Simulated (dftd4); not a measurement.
C2H6AlCl, charge -1, doublet, geometry from GFN2-xTB (such geometries of metal compounds can be far from the true shape) (a state made from the parent by changing its charge; the spin is typed, not shown lowest); D4 for b3lyp in dftd4.

Here is a job for dftd4.
```
$ dftd4 mol.xyz --func b3lyp --charge -1 --json dftd4.json --noedisp --grad

# file mol.xyz
10

Al     0.36695933     0.42865496     0.48164830
C      1.95692773    -0.65701044    -0.32656185
H      1.69918177    -1.63745946    -0.75295763
H      2.72486752    -0.85434747     0.43432235
H      2.46903929    -0.10900111    -1.13062786
C     -0.55205430    -0.90172387     1.80277609
H     -0.81963055    -1.88313168     1.38472315
H     -1.48285509    -0.49444891     2.22328960
H      0.09686377    -1.11066967     2.66467236
Cl    -1.05218698     0.58052645    -1.17306678
```

Write the output that dftd4 gives for this input, abridged.


```
                    ____  _____ _____     ____  _  _
      -------------|  _ \|  ___|_   _|---|  _ \| || |------------
     |             | | | | |_    | | ___ | | | | || |_           |
     |             | |_| |  _|   | ||___|| |_| |__   _|          |
     |             |____/|_|     |_|     |____/   |_|            |
     |             ===================================           |
     |            E. Caldeweyher, S. Ehlert & S. Grimme          |
     |          Mulliken Center for Theoretical Chemistry        |
     |                    University of Bonn                     |
      -----------------------------------------------------------

Rational (Becke-Johnson) damping: b3lyp-D4-ATM
---------------------
  s6         1.0000
  s8         2.0293
  s9         1.0000
  a1         0.4087
  a2         4.5381
 alp        16.0000
--------------------

Dispersion energy:      -1.2798028207302E-02 Eh

Gradient norm:           1.4935200624392E-03 Eh/a0
--------------------------------------------------
     #    Z           dE/dx      dE/dy      dE/dz
--------------------------------------------------
     1   13 Al    4.129E-05 -7.264E-05  4.030E-05
     2    6 C     5.966E-04 -5.806E-05 -1.529E-04
     3    1 H     2.104E-04 -1.171E-05 -4.496E-05
     4    1 H     1.109E-04 -1.447E-05 -1.066E-04
     5    1 H     1.255E-04 -8.151E-05  2.701E-05
     6    6 C    -2.367E-04 -1.393E-04  5.543E-04
     7    1 H    -7.566E-05 -3.961E-05  1.978E-04
     8    1 H     1.608E-05 -9.219E-05  1.199E-04
     9    1 H    -1.203E-04 -3.702E-05  8.956E-05
    10   17 Cl   -6.681E-04  5.465E-04 -7.244E-04
--------------------------------------------------

Virial:
--------------------------------------------------
      component           x          y          z
--------------------------------------------------
          x       5.692E-03 -1.386E-03 -8.686E-04
          y      -1.386E-03  1.231E-03 -2.215E-03
          z      -8.686E-04 -2.215E-03  5.016E-03
--------------------------------------------------

[Info] Dispersion results written to 'dftd4.txt'
[Info] JSON dump of results written to 'dftd4.json'
```
